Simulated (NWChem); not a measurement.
System: ethylenediamine (C2H8N2); SMILES NCCN

The following NWChem deck was run.

```
start job
memory heap 200 mb stack 900 mb global 1100 mb
geometry units angstroms
  N     -0.202143     1.861704    -0.056464
  C      0.497335     0.580719    -0.025568
  C     -0.497335    -0.580719    -0.025568
  N      0.202143    -1.861704    -0.056464
  H      0.474879     2.630092    -0.134337
  H     -0.686042     2.013972     0.838960
  H      1.197721     0.443782     0.843523
  H      1.127134     0.488941    -0.935639
  H     -1.127134    -0.488941    -0.935639
  H     -1.197721    -0.443782     0.843523
  H     -0.474879    -2.630092    -0.134337
  H      0.686042    -2.013972     0.838960
end
basis spherical
  * library 3-21g
end
dft
  xc hfexch
  iterations 150
end
driver
  maxiter 120
end
task dft optimize
task dft freq
```

NWChem printed, in part:

```
             Northwest Computational Chemistry Package (NWChem) 7.3.0
             --------------------------------------------------------

 C2  symmetry detected

                             Geometry "geometry" -> ""
                             -------------------------

 Output coordinates in angstroms (scale by  1.889725989 to convert to a.u.)

  No.       Tag          Charge          X              Y              Z
 ---- ---------------- ---------- -------------- -------------- --------------
    1 N                    7.0000    -0.17453031     1.86449531    -0.06021994
    2 C                    6.0000     0.50588665     0.57328471    -0.02932394
    3 C                    6.0000    -0.50588665    -0.57328471    -0.02932394
    4 N                    7.0000     0.17453031    -1.86449531    -0.06021994
    5 H                    1.0000     0.51380487     2.62276544    -0.13809294
    6 H                    1.0000    -0.65611955     2.02391798     0.83520406
    7 H                    1.0000     1.20416632     0.42598301     0.83976706
    8 H                    1.0000     1.13425633     0.47218315    -0.93939494
    9 H                    1.0000    -1.13425633    -0.47218315    -0.93939494
   10 H                    1.0000    -1.20416632    -0.42598301     0.83976706
   11 H                    1.0000    -0.51380487    -2.62276544    -0.13809294
   12 H                    1.0000     0.65611955    -2.02391798     0.83520406

 Effective nuclear repulsion energy (a.u.)     131.3487971735

      Symmetry information
      --------------------

 Group name             C2
 Group number              4
 Group order               2
 No. of unique centers     6

                                Z-matrix (autoz)
                                --------

 Units are Angstrom for bonds and degrees for angles

[...]

      ----------------------
      Optimization converged
      ----------------------

  Step       Energy      Delta E   Gmax     Grms     Xrms     Xmax
  ---- ---------------- -------- -------- -------- -------- --------
@   11    -188.21467289 -2.1D-07  0.00002  0.00001  0.00044  0.00087
                                     ok       ok       ok       ok

                                Z-matrix (autoz)
                                --------

 Units are Angstrom for bonds and degrees for angles

[...]

 Rotational Constants
 --------------------
 A=   0.911646 cm-1  (  1.311627 K)
 B=   0.126795 cm-1  (  0.182426 K)
 C=   0.118826 cm-1  (  0.170960 K)

 Temperature                      =   298.15K
 frequency scaling parameter      =   1.0000

 Zero-Point correction to Energy  =   73.623 kcal/mol  (  0.117325 au)
 Thermal correction to Energy     =   77.079 kcal/mol  (  0.122833 au)
 Thermal correction to Enthalpy   =   77.671 kcal/mol  (  0.123777 au)

 Total Entropy                    =   70.372 cal/mol-K
   - Translational                =   38.182 cal/mol-K (mol. weight =  60.0687)
   - Rotational                   =   22.890 cal/mol-K (symmetry #  =        2)
   - Vibrational                  =    9.301 cal/mol-K

 Cv (constant volume heat capacity) =   18.227 cal/mol-K
   - Translational                  =    2.979 cal/mol-K
   - Rotational                     =    2.979 cal/mol-K
   - Vibrational                    =   12.268 cal/mol-K

[normal modes left out]

 ----------------------------------------------------------------------------
 Normal Eigenvalue ||           Projected Infra Red Intensities
  Mode   [cm**-1]  || [atomic units] [(debye/angs)**2] [(KM/mol)] [arbitrary]
 ------ ---------- || -------------- ----------------- ---------- -----------
    1       -0.000 ||    0.000000           0.000         0.000       0.000
    2       -0.000 ||    0.000001           0.000         0.001       0.000
    3       -0.000 ||    0.000610           0.014         0.595       0.209
    4       -0.000 ||    0.000004           0.000         0.004       0.001
    5        0.000 ||    0.006698           0.155         6.529       2.292
    6        0.000 ||    0.000483           0.011         0.471       0.165
    7      159.022 ||    0.000774           0.018         0.754       0.265
    8      228.166 ||    0.058373           1.347        56.905      19.975
    9      243.378 ||    0.045933           1.060        44.778      15.718
   10      307.990 ||    0.026008           0.600        25.354       8.900
   11      501.081 ||    0.007306           0.169         7.122       2.500
   12      749.618 ||    0.147555           3.404       143.844      50.492
   13      752.375 ||    0.365516           8.433       356.323     125.077
   14      882.965 ||    0.001986           0.046         1.936       0.680
   15      997.980 ||    0.005162           0.119         5.032       1.766
   16     1079.588 ||    0.005973           0.138         5.823       2.044
   17     1117.534 ||    0.036959           0.853        36.030      12.647
   18     1139.803 ||    0.001521           0.035         1.483       0.521
   19     1256.219 ||    0.005316           0.123         5.182       1.819
   20     1356.183 ||    0.004534           0.105         4.420       1.551
   21     1461.039 ||    0.001289           0.030         1.257       0.441
   22     1463.392 ||    0.006296           0.145         6.137       2.154
   23     1515.214 ||    0.017159           0.396        16.727       5.872
   24     1552.842 ||    0.000046           0.001         0.044       0.016
   25     1676.469 ||    0.000011           0.000         0.010       0.004
   26     1688.394 ||    0.002938           0.068         2.864       1.005
   27     1844.260 ||    0.038726           0.893        37.752      13.252
   28     1848.227 ||    0.017685           0.408        17.240       6.052
   29     3121.397 ||    0.112324           2.591       109.499      38.437
   30     3131.432 ||    0.067966           1.568        66.256      23.257
   31     3267.105 ||    0.015038           0.347        14.660       5.146
   32     3283.060 ||    0.048793           1.126        47.566      16.697
   33     3675.551 ||    0.001182           0.027         1.152       0.404
   34     3676.137 ||    0.000019           0.000         0.018       0.006
   35     3773.806 ||    0.000809           0.019         0.788       0.277
   36     3774.168 ||    0.001048           0.024         1.021       0.359
 ----------------------------------------------------------------------------
```

Level: Hartree-Fock/3-21G.
